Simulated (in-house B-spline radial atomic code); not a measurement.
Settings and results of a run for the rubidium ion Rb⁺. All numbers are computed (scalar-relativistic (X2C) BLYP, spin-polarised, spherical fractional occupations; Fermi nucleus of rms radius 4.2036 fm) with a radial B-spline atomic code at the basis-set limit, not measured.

Command:
```bash
python run_scf.py task.json out
```
Settings (nuclear radius in fm, mass in u):
```
Z                37
configuration    [Ar] 3d10 4s2 4p6
hamiltonian      x2c
method           b88,lyp
spin_polarised   True
nucleus          fermi
rms_radius       4.2036
atomic_mass      84.91179
speed_of_light   137.035999084
```

Output (hartree, bohr):
```
 radial grid: 82 intervals, B-splines of order 8, outer radius 60 bohr

 iter        energy (Eh)    residual
    1       -2979.760754    3.94e-01
    2       -2980.273722    1.55e-01
    3       -2980.964421    1.43e-02
    4       -2980.971358    5.84e-03
    5       -2980.971894    1.67e-03
    6       -2980.971993    4.90e-04
    7       -2980.972001    3.58e-05
    8       -2980.972001    7.25e-06
    9       -2980.972001    1.98e-07

 total energy                     -2980.97200
 kinetic                            3065.8077
 electron-nucleus                  -7189.9745
 Hartree                            1244.7485
 exchange-correlation               -101.5538

 orbital      occ     eigenvalue          <r>       <r^2>       <1/r>       r_max
 1s up      1.000      -552.1128    0.0398513  0.00215124     38.8652     0.02577
 1s down    1.000      -552.1128    0.0398513  0.00215124     38.8652     0.02577
 2s up      1.000       -73.9417     0.177517   0.0372174      8.6033      0.1495
 2s down    1.000       -73.9417     0.177517   0.0372174      8.6033      0.1495
 2p up      3.000       -65.5913     0.154929   0.0293784     8.25879      0.1194
 2p down    3.000       -65.5913     0.154929   0.0293784     8.25879      0.1194
 3s up      1.000       -11.1401      0.51071    0.299802     2.83925      0.4511
 3s down    1.000       -11.1401      0.51071    0.299802     2.83925      0.4511
 3p up      3.000        -8.4619     0.518896     0.31487     2.65957      0.4465
 3p down    3.000        -8.4619     0.518896     0.31487     2.65957      0.4465
 3d up      5.000        -4.0271     0.525582    0.338613     2.38976      0.3928
 3d down    5.000        -4.0271     0.525582    0.338613     2.38976      0.3928
 4s up      1.000        -1.3767      1.45177      2.4056    0.927758       1.258
 4s down    1.000        -1.3767      1.45177      2.4056    0.927758       1.258
 4p up      3.000        -0.7890      1.71851      3.4279    0.772982       1.424
 4p down    3.000        -0.7890      1.71851      3.4279    0.772982       1.424
```


One-electron X2C: radii and densities carry no picture-change correction, so inner-shell <1/r> comes out high (for 1s by about 2 % at Z = 33, 5 % at 54, 10 % at 75, 30 % at 118) and <r> low.
